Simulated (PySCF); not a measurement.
Computed spin Hamiltonian

C5H11OS (doublet state).
Geometry (GFN2-xTB, Å), atoms numbered from 1 in this order:
```
atom  x, y, z in Å
C1    -0.9580   -0.8190    1.1201
C2    -0.0622   -0.2337    0.0234
C3     0.5658   -1.3760   -0.7997
C4     1.0018    0.5929    0.6610
S5     1.9575    1.6780   -0.2968
C6    -0.9148    0.6410   -0.9231
O7    -1.5454    1.7095   -0.2687
H8    -1.5065   -0.0217    1.6158
H9    -0.3643   -1.3534    1.8581
H10   -1.6753   -1.5095    0.6843
H11    1.2184   -0.9718   -1.5706
H12    1.1507   -2.0254   -0.1523
H13   -0.2124   -1.9665   -1.2771
H14    1.4513    0.2582    1.5788
H15    2.7421    2.0963    0.6968
H16   -1.7187    0.0409   -1.3543
H17   -0.2784    1.0101   -1.7418
H18   -0.8602    2.2566    0.1344
```

The hyperfine couplings belong to this conformer and change with its torsions.

The species is `CC(C)([CH]S)CO` [radical].

Computed, not measured: UKS B3LYP, pcH-1 on C H O S, non-relativistic, mean-field spin-orbit, GIAO in PySCF 2.14.0. The structure is a single GFN2-xTB conformer in the gas phase; no vibrational or solvent corrections. A GFN2-xTB geometry isn't a minimum of the functional, and hyperfine couplings can be far from their values at a DFT geometry. No stability test was run, so a lower SCF solution isn't excluded.

```json
{
 "g1, g2, g3": "2.00200, 2.00359, 2.00814",
 "g_iso": "2.00458",
 "Form of g": "rhombic: the two nearest values differ by 26 % of g3 − g1",
 "⟨S²⟩": "0.7541 (exact 0.7500)",
 "α and β electrons": "33, 32",
 "HOMO–LUMO gap, α and β orbitals": "4.97, 5.60 eV"
}
```

Isotropic coupling and dipolar principal values T1 to T3, in G; ρ(0) is the spin density at the nucleus (MHz turned into gauss with g_iso; 10 G = 1 mT):

```json
{"atom": "C1", "isotope": "13C", "a_iso": "3.8", "of which spin–orbit": "0.0", "T1": "-0.5", "T2": "-0.5", "T3": "1.0", "Mulliken spin population": "0.00", "ρ(0) (bohr⁻³)": "0.0095"}
{"atom": "C2", "isotope": "13C", "a_iso": "-8.1", "of which spin–orbit": "0.0", "T1": "-0.6", "T2": "-0.3", "T3": "0.9", "Mulliken spin population": "-0.05", "ρ(0) (bohr⁻³)": "-0.0203"}
{"atom": "C3", "isotope": "13C", "a_iso": "18.0", "of which spin–orbit": "0.0", "T1": "-1.7", "T2": "-1.6", "T3": "3.3", "Mulliken spin population": "0.04", "ρ(0) (bohr⁻³)": "0.0450"}
{"atom": "C4", "isotope": "13C", "a_iso": "46.0", "of which spin–orbit": "0.1", "T1": "-26.0", "T2": "-25.7", "T3": "51.7", "Mulliken spin population": "0.87", "ρ(0) (bohr⁻³)": "0.1146"}
{"atom": "S5", "isotope": "33S", "a_iso": "1.5", "of which spin–orbit": "-0.1", "T1": "-8.0", "T2": "-6.3", "T3": "14.2", "Mulliken spin population": "0.16", "ρ(0) (bohr⁻³)": "0.0133"}
{"atom": "C6", "isotope": "13C", "a_iso": "4.2", "of which spin–orbit": "0.0", "T1": "-0.8", "T2": "-0.5", "T3": "1.3", "Mulliken spin population": "0.01", "ρ(0) (bohr⁻³)": "0.0104"}
{"atom": "O7", "isotope": "17O", "a_iso": "0.1", "of which spin–orbit": "0.0", "T1": "-0.4", "T2": "0.1", "T3": "0.2", "Mulliken spin population": "0.00", "ρ(0) (bohr⁻³)": "-0.0005"}
{"atom": "H8", "isotope": "1H", "a_iso": "-0.4", "of which spin–orbit": "0.0", "T1": "-1.4", "T2": "-0.9", "T3": "2.2", "Mulliken spin population": "0.00", "ρ(0) (bohr⁻³)": "-0.0002"}
{"atom": "H9", "isotope": "1H", "a_iso": "-0.5", "of which spin–orbit": "0.0", "T1": "-1.1", "T2": "-1.0", "T3": "2.0", "Mulliken spin population": "0.00", "ρ(0) (bohr⁻³)": "-0.0003"}
{"atom": "H10", "isotope": "1H", "a_iso": "0.4", "of which spin–orbit": "0.0", "T1": "-0.6", "T2": "-0.5", "T3": "1.2", "Mulliken spin population": "0.00", "ρ(0) (bohr⁻³)": "0.0002"}
{"atom": "H11", "isotope": "1H", "a_iso": "-1.3", "of which spin–orbit": "0.0", "T1": "-1.6", "T2": "-0.4", "T3": "2.0", "Mulliken spin population": "0.00", "ρ(0) (bohr⁻³)": "-0.0008"}
{"atom": "H12", "isotope": "1H", "a_iso": "-0.6", "of which spin–orbit": "0.0", "T1": "-1.6", "T2": "-0.7", "T3": "2.3", "Mulliken spin population": "0.00", "ρ(0) (bohr⁻³)": "-0.0004"}
{"atom": "H13", "isotope": "1H", "a_iso": "6.2", "of which spin–orbit": "0.0", "T1": "-1.1", "T2": "-0.5", "T3": "1.6", "Mulliken spin population": "0.01", "ρ(0) (bohr⁻³)": "0.0039"}
{"atom": "H14", "isotope": "1H", "a_iso": "-14.9", "of which spin–orbit": "0.0", "T1": "-12.0", "T2": "-0.5", "T3": "12.5", "Mulliken spin population": "-0.03", "ρ(0) (bohr⁻³)": "-0.0094"}
{"atom": "H15", "isotope": "1H", "a_iso": "-0.8", "of which spin–orbit": "0.0", "T1": "-1.4", "T2": "-0.9", "T3": "2.3", "Mulliken spin population": "0.00", "ρ(0) (bohr⁻³)": "-0.0005"}
{"atom": "H16", "isotope": "1H", "a_iso": "-0.6", "of which spin–orbit": "0.0", "T1": "-0.7", "T2": "-0.5", "T3": "1.2", "Mulliken spin population": "0.00", "ρ(0) (bohr⁻³)": "-0.0004"}
{"atom": "H17", "isotope": "1H", "a_iso": "-0.6", "of which spin–orbit": "0.0", "T1": "-1.0", "T2": "-0.7", "T3": "1.7", "Mulliken spin population": "0.00", "ρ(0) (bohr⁻³)": "-0.0004"}
{"atom": "H18", "isotope": "1H", "a_iso": "-0.1", "of which spin–orbit": "0.0", "T1": "-1.7", "T2": "-1.6", "T3": "3.3", "Mulliken spin population": "0.00", "ρ(0) (bohr⁻³)": "-0.0001"}
```

Largest spin populations (Mulliken): C4 (+0.87) and S5 (+0.16). The angles at C4 add up to 355.5°, so it is nearly planar; its axial dipolar tensor and the negative coupling of its proton fit spin in a p orbital normal to that plane.

Axes: g3 points within 10° of the S5–H15 bond.

Under fast tumbling the dipolar parts average out, and these isotropic splittings remain: 1 × 1H (H14, I = 1/2, 2 lines) with 1.49 mT, 1 × 1H (H15, I = 1/2, 2 lines) with 0.08 mT, 6 × 1H (H8 (×6), I = 1/2, 7 lines) with 0.06 mT and 2 × 1H (H16/H17, I = 1/2, 3 lines) with 0.06 mT.

Class means assume fast exchange of nuclei equivalent by connectivity; if that motion is slow, each nucleus keeps its own coupling. The six 1H nuclei of mean +1.8 MHz run from -3.6 to 17.5 MHz in the frozen geometry.

The 13C coupling of C4 (129.1 MHz) shows only in satellite lines or after enrichment, since that isotope makes up about 1.07 % of natural carbon.

Examples of negative spin density at the nucleus (bohr⁻³): C2 (-0.0203) and H14 (-0.0094).
